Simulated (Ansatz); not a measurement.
Coupled-cluster diagnostics for Mg₂O₂⁻, Ansatz.

Geometry of the doublet (B3LYP-D4/def2-TZVPD):

```xyz
4

Mg   -0.278   -0.874   -1.565
Mg    0.213    0.868    1.578
O    -0.104    0.691   -0.367
O     0.169   -0.686    0.354
```

Correlated methods freeze 4 core orbitals; core or outer-core shells of Mg are correlated, in sets that lack core-valence functions. In CCSD on the charge -1 doublet the largest single amplitude is 0.36, so its Hartree–Fock determinant may place the open shell otherwise than the density functionals do. The structure holds 1 bond(s) between oxygen atoms. Another isomer (doublet) lies 2.20 eV lower at PBE0-D4/def2-TZVPD; other spin states weren't run for this one.

(1) Estimate the CCSD(T) correlation energy, the shares of MP2 and (T), T1 and the reference's ⟨S²⟩ for: charge -1, doublet, own geometry in def2-TZVPPD; and the rough time on 4 threads of Arm Neoverse V2 on a shared host.

## Answers

(1) 
```
                           state        basis  correlation (eV)  MP2 share (%)  (T) share (%)     T1  ⟨S²⟩ (pure)  wall time                                          remarks
charge -1, doublet, own geometry  def2-TZVPPD           -25.094           91.3            3.6  0.077  1.34 (0.75)    2.7 min  large T1 (0.077), spin-contaminated (⟨S²⟩ 1.34)
```
Customary marks for T1 are 0.02 (closed shells), 0.045 (open shells) and about 0.05 (3d metals). T1 exceeds 0.02 in 1 of 1 rows and 0.045 in 1; the higher it lies, the less the single-reference result can be trusted.
